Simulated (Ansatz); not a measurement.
Harmonic frequencies (cm⁻¹) at PBE0-D4/def2-TZVP from Ansatz: 207, 403, 675.

Which molecule is it?
A. `[SH][Ge][Br]`
B. `[F][Ge][Cl]`
C. `[OH][GeH]`
D. `[NH2][Ge][Br]`

B.
